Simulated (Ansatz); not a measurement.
Sn₂S. Charge 0, multiplicity 5. Geometry B3LYP-D4/def2-TZVP; atoms count from 1.

Cartesian coordinates in Å:
```
Sn -0.102 -1.747 -0.278
Sn -1.168 1.301 -0.290
S 1.269 0.446 0.568
```

In the def2 sets Sn takes a core potential; there is no spin–orbit coupling. At PBE0-D4/def2-TZVP a singlet of charge 0 lies 3.11 eV below the quintet, each at its own geometry. The structure comes from a short search, and lower isomers may exist.

Q: Estimate the Mulliken populations from the PBE0/def2-TZVP orbitals of Ansatz.

A: 
| atom | charge (e) | spin (α − β) |
| --- | --- | --- |
| Sn1 | 0.11 | 1.50 |
| Sn2 | 0.11 | 1.50 |
| S3 | -0.21 | 1.01 |
Mulliken values depend strongly on the basis.

Q: Where does the spin sit?

A: Summed by element: Sn 2.99, S 1.01, of 4 unpaired in all. Largest on single atoms: Sn1 1.50, Sn2 1.50, S3 1.01.

Q: And the Mayer bond orders between heavy atoms (over 0.3)?

A: Sn1–Sn2 0.57 (3.23 Å); Sn1–S3 0.64 (2.72 Å); Sn2–S3 0.64 (2.72 Å).
